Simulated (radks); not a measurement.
The numbers below are computed, except where a source is named.
How relativity changes the ionisation of the phosphorus ion P+ ([Ne] 3s2 3p2) to P2+ ([Ne] 3s2 3p1). Spin-unpolarised spherical Kohn-Sham, PBE, point nucleus unless stated (finite: rms radius 3.1889 fm), a radial shooting solver on a logarithmic mesh with Libxc functionals. A level marked "c x" has the speed of light scaled by that factor and shares open shells by 2j + 1; other Dirac levels either fill j = l - 1/2 first or share by 2j + 1.

level	E(P+) (hartree)	E(P2+) (hartree)	IE (eV)	HOMO	<r> HOMO (bohr)
non-rel.	-340.68898	-339.98489	19.159	3p	2.137
scalar-rel.	-341.54461	-340.84097	19.147	3p	2.137
scalar-rel., finite nucleus	-341.54434	-340.84070	19.147	3p	2.137
Dirac, 2j+1 shares	-341.54522	-340.84157	19.147	3p3/2	2.139
Dirac, low j first	-341.54844	-340.84351	19.182	3p1/2	2.133
Dirac, 2j+1 shares, finite nucleus	-341.54494	-340.84130	19.147	3p3/2	2.139
Dirac, c x 0.85	-341.87679	-341.17332	19.142	3p3/2	2.140
Dirac, c x 3	-340.78362	-340.07958	19.158	3p3/2	2.137
Dirac, c x 5	-340.72304	-340.01897	19.159	3p3/2	2.137

NIST Atomic Spectra Database: 19.769 eV (semi-empirical). The relativistic part of the total energy of P+ is -0.856 hartree (Dirac, 2j+1 shares, finite nucleus), 0.25 % of the non-relativistic value. Spin polarisation and multiplet splitting of open shells are left out at every level.

Beside tabulated values, note that spin-unpolarised runs miss the spin-polarisation part of the exchange energy of open shells.
